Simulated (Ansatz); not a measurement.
Cost and result up the ladder for OsO4 (5 atoms). The state is a singlet with charge 0. Geometry: PBE0-D4/def2-SVP.

```xyz
5

Os    0.0000    0.0000    0.0000
O     1.6592   -0.2743    0.1908
O    -0.6770    0.4242    1.4921
O    -0.7419   -1.4078   -0.5763
O    -0.2403    1.2579   -1.1065
```

Ansatz on 2 threads of Arm Neoverse V2 on a shared host. Times are rough, and most runs start from the orbitals of an earlier one. No level here is sound enough to serve as a yardstick. Binding counts from free atoms at the same level (Os quintet, O triplet; other spins of the atoms weren't run), without zero-point energy or a counterpoise term.

In the def2 sets Os takes a core potential; there is no spin–orbit coupling. LC-ωPBE has ω = 0.4 bohr⁻¹. B3LYP takes the VWN-RPA correlation. HSE06 is defined as in plane-wave codes, on full-range PBE exchange. Correlated methods freeze 4 core orbitals; core or outer-core shells of Os are correlated, in sets that lack core-valence functions.

Run but left out: HF/def2-TZVP, MP2/def2-TZVP (restricted singlet, unstable towards broken spin symmetry); BHLYP-D4/def2-TZVP, B2PLYP/def2-TZVP, PBE-QIDH/def2-TZVP (restricted singlet, unstable in another Hartree–Fock run and untested here).

Correlated methods converge slowly with the basis.

```tsv
level	functions	wall time
LDA (SPW92)/def2-TZVP	164	1.1 s
PBE-D4/def2-SVP	88	1.1 s
revPBE-D4/def2-TZVP	164	1.9 s
B3LYP-D4/def2-TZVP	164	2.8 s
CAM-B3LYP-D4/def2-TZVP	164	2.8 s
LC-ωPBE/def2-TZVP	164	2.8 s
HSE06-D4/def2-TZVP	164	3 s
PBE0-D4/def2-TZVP (with forces)	164	3.5 s
r2SCAN-D4/def2-TZVP	164	4.3 s
r2SCANh-D4/def2-TZVP	164	5 s
RPA@PBE/def2-TZVP	164	5.5 s
ωB97X-V/def2-TZVP	164	7.5 s
ωB97M-V/def2-TZVP	164	9 s
CCSD(T)/def2-TZVPP	180	2.9 min
```

Estimate what each level gives for the binding energy per atom (eV).


```
                          level  binding energy per atom (eV)                        remarks
          LDA (SPW92)/def2-TZVP                          5.99  restricted SCF unstable in HF
                PBE-D4/def2-SVP                          5.05  restricted SCF unstable in HF
            revPBE-D4/def2-TZVP                          4.86  restricted SCF unstable in HF
             B3LYP-D4/def2-TZVP                          4.35  restricted SCF unstable in HF
         CAM-B3LYP-D4/def2-TZVP                          4.24  restricted SCF unstable in HF
              LC-ωPBE/def2-TZVP                          4.27  restricted SCF unstable in HF
             HSE06-D4/def2-TZVP                          4.34  restricted SCF unstable in HF
PBE0-D4/def2-TZVP (with forces)                          4.32  restricted SCF unstable in HF
            r2SCAN-D4/def2-TZVP                          4.69  restricted SCF unstable in HF
           r2SCANh-D4/def2-TZVP                          4.41  restricted SCF unstable in HF
              RPA@PBE/def2-TZVP                          4.13                              –
              ωB97X-V/def2-TZVP                          4.30  restricted SCF unstable in HF
              ωB97M-V/def2-TZVP                          4.16  restricted SCF unstable in HF
             CCSD(T)/def2-TZVPP                          4.34  restricted SCF unstable in HF
```
